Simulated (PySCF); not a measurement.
## Dipole response of Ru (ruthenium, neutral)

[Kr] 4d6 5s2, high-spin 5D determinant (an excited configuration). All numbers are calculated (PySCF 2.14, a scalar-relativistic core potential, in aug-cc-pwCVDZ-PP with ECP28MDF). Coupled (time-dependent) response in atomic units; α is the mean over directions. A double-zeta set is small for polarisabilities.

```
 method  mean α (bohr³)         α xx, yy, zz  C₆ (like pair)  S(−4)
wB97M-V           72.20  72.13, 72.13, 72.34           766.6   2592
```

S(−4) is the Cauchy moment in α(ω) = α(0) + S(−4) ω² + …

Spin-orbit coupling is absent.

α(iu) at wB97M-V:

```
u (hartree)  α(iu) (bohr³)
          0          72.20
     0.0500          66.37
      0.100          54.14
      0.200          33.40
      0.300          22.17
      0.500          12.51
      0.750          7.912
       1.00          5.670
       1.50          3.414
       2.00          2.294
       3.00          1.234
       5.00         0.5162
```

A single London oscillator, α(iu) = α/(1 + u²/ω²), gives C₆ = (3/4) ω α². Matching the computed C₆ needs ω = 4 × 766.6 / (3 × 72.20²) = 0.196 hartree.

The components differ because the open shell of this determinant is not spherical; for a pure term their mean is the scalar polarisability.

Energies and moments cover only the electrons outside the core potential.
